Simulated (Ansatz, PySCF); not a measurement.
Te(SMe)(OSiH3) (CH₆OSSiTe), SMILES [Te](SC)O[SiH3]. Atoms are numbered in the order given.

```xyz
11

Te     0.3047     0.2905     0.5566
S     -1.5210     1.1030    -0.7329
C     -2.9862     0.2583    -0.0359
H     -2.9100    -0.8278    -0.1791
H     -3.8496     0.6397    -0.6027
H     -3.1141     0.4968     1.0286
O      0.6954    -1.4676    -0.3637
Si     1.5026    -1.5323    -1.8332
H      0.7464    -0.8239    -2.9099
H      1.6205    -2.9780    -2.1771
H      2.8671    -0.9270    -1.7354
```

Geometry: r2SCAN-D4/def2-SVP. This is a generated structure with no PubChem entry under its InChIKey; it may be hypothetical. The def2 effective core potentials stand for the cores of Te; spin–orbit coupling is left out. Other conformers were not sampled.

Two levels are set side by side: PBE-D3(BJ)/def2-SVP (Ansatz, an electronic-structure program) and r2SCAN-D4/def2-SVP (Ansatz). Each level has its own optimised geometry; the coordinates shown are those of the second. Frequencies come from the Hessian of PySCF at each geometry. Differences are taken from unrounded values.

| quantity | r2SCAN-D4 |
|---|---|
| mean bond length (Å) | 1.569 |
| bond Te1–S2 (Å) | 2.378 |
| bond Te1–O7 (Å) | 2.023 |
| bond S2–C3 (Å) | 1.829 |
| bond O7–Si8 (Å) | 1.678 |
| bond C3–H4 (Å) | 1.098 |
| bond C3–H5 (Å) | 1.101 |
| bond C3–H6 (Å) | 1.098 |
| bond Si8–H9 (Å) | 1.494 |
| bond Si8–H10 (Å) | 1.491 |
| bond Si8–H11 (Å) | 1.496 |
| highest harmonic wavenumber (cm⁻¹) | 3183 |
| mean harmonic wavenumber (cm⁻¹) | 1101 |
| zero-point energy (kcal/mol) | 42.49 |

Q: What does PBE-D3(BJ) give, and how far is it from r2SCAN-D4? (The exact figures need the calculation; the answer reports its results.)

A: 
```
quantity                            PBE-D3(BJ)  PBE-D3(BJ) minus r2SCAN-D4
----------------------------------  ----------  --------------------------
mean bond length (Å)                     1.580                       0.012
bond Te1–S2 (Å)                          2.391                       0.013
bond Te1–O7 (Å)                          2.045                       0.023
bond S2–C3 (Å)                           1.837                       0.007
bond O7–Si8 (Å)                          1.694                       0.016
bond C3–H4 (Å)                           1.106                       0.008
bond C3–H5 (Å)                           1.109                       0.008
bond C3–H6 (Å)                           1.106                       0.008
bond Si8–H9 (Å)                          1.506                       0.012
bond Si8–H10 (Å)                         1.503                       0.012
bond Si8–H11 (Å)                         1.508                       0.012
highest harmonic wavenumber (cm⁻¹)        3110                         -73
mean harmonic wavenumber (cm⁻¹)           1068                         -33
zero-point energy (kcal/mol)             41.22                       -1.27
```
